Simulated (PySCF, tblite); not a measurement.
Isomers of C5H8O2Si2, one GFN2-xTB conformer each. Single-point energies are computed at PBE0/pcSseg-1 (PySCF, gas phase, no added dispersion term), electronic only.

```tsv
SMILES	GFN2-xTB relative energy (kJ/mol)
O=C(O)[SiH]1C=C[SiH2]C=C1	214.0
C#CC1([SiH2]O[SiH2]O)C=C1	0.0
```

Conformers: `[O:1]=[C:2]([OH:3])[SiH:4]1[CH:5]=[CH:6][SiH2:7][CH:8]=[CH:9]1` with O1–C2–O3–H 0°, O1–C2–Si4–C5 -121°, C2–Si4–C5–C6 -95°, C5–C6–Si7–C8 -20°, C6–Si7–C8–C9 20°, C2–Si4–C9–C8 96°; `[CH:1]#[C:2][C:3]1([SiH2:4][O:5][SiH2:6][OH:7])[CH:8]=[CH:9]1` with C2–C3–Si4–O5 179°, C3–Si4–O5–Si6 176°, Si4–O5–Si6–O7 -9°, O5–Si6–O7–H 180°.

Task: What does PBE0/pcSseg-1 give for the same structures?

Result: 
| SMILES | PBE0/pcSseg-1 E (Eh) | PBE0/pcSseg-1 (kJ/mol) | GFN2-xTB (kJ/mol) | point group |
| --- | --- | --- | --- | --- |
| O=C(O)[SiH]1C=C[SiH2]C=C1 | -924.06737 | 0.0 | 214.0 | – |
| C#CC1([SiH2]O[SiH2]O)C=C1 | -924.02990 | 98.4 | 0.0 | C1 |

GFN2-xTB puts C#CC1([SiH2]O[SiH2]O)C=C1 lowest instead. As drawn, the lower has a C=O bond and a C(=O)–O unit, which the higher lacks; the higher has a three-membered ring, a C≡C bond and an Si–O bond, which the lower lacks.

Task: Which frontier levels, dipoles and rotational constants go with these structures?

Result: 
```
                   SMILES  HOMO (eV, PBE0/pcSseg-1)  LUMO (eV)  dipole (D)       A, B, C (MHz)
O=C(O)[SiH]1C=C[SiH2]C=C1                     -7.44      -1.23        1.92  1984, 816.7, 791.6
C#CC1([SiH2]O[SiH2]O)C=C1                     -7.18      -0.30        2.39  3096, 571.7, 504.1
```

Task: What happens when harmonic zero-point energies from GFN2-xTB frequencies are added?

Result: 
```
                   SMILES  ZPE (kJ/mol)  electronic (kJ/mol)  with ZPE (kJ/mol)
O=C(O)[SiH]1C=C[SiH2]C=C1         290.9                  0.0                0.0
C#CC1([SiH2]O[SiH2]O)C=C1         275.6                 98.4               83.1
```

The zero-point energies span 15.3 kJ/mol. The order is unchanged.
